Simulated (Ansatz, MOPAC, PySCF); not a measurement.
Dimer: HCl (SMILES Cl) (first 2 atoms) with CH2O (SMILES C=O); geometry from B3LYP-D3(BJ)/def2-TZVP, rigid monomers moved along the line of their centres of mass till H2···O4 is 1.67 Å.
(charge 0, multiplicity 1):
```xyz
6

Cl    -0.1523    -0.0562     0.4435
H      0.1496     0.4924     1.5878
C     -0.3437    -0.0150     3.8159
O      0.2746     0.8292     3.2197
H     -0.4087    -0.0057     4.9168
H     -0.8688    -0.8297     3.2880
```

Interaction energies are E(AB) − E(A) − E(B) at the monomers' geometry in the complex; basis-set methods are counterpoise corrected. Rows marked so take none.

Correlated levels freeze the cores. Rows in 6-31G* carry no dispersion term and start afresh at each structure (6-31G* with six Cartesian d functions). MP2/6-31G* freezes PySCF's default core. The state that PM3, PM7 reach isn't checked; PM7 holds dispersion and hydrogen-bond terms.

The values were computed with Ansatz (Gaussian basis) for Hartree–Fock, density functionals and correlated methods; MOPAC for PM3, PM7 (differences of heats of formation); PySCF for 6-31G* rows, the dispersion terms. Values without a source in brackets are computed.

| level | interaction energy (kJ/mol) |
|---|---|
| PM3 | -12.3 |
| PM7 | -19.6 |
| HF/6-31G* (no counterpoise) | -11.5 |
| r2SCAN/def2-TZVPPD | -24.9 |
| r2SCAN-D3(BJ)/def2-TZVPPD | -26.2 |
| B3LYP/def2-TZVPPD | -16.1 |
| PBE0-D4/def2-TZVPPD | -25.1 |
| MP2/6-31G* (no counterpoise) | -21.9 |
| MP2/aug-cc-pV(D+d)Z | (withheld) |

Question: Some entries are withheld; supply them.

Answer: 
- MP2/aug-cc-pV(D+d)Z, interaction energy (kJ/mol): -17.8

Ansatz is a program for electronic structure.
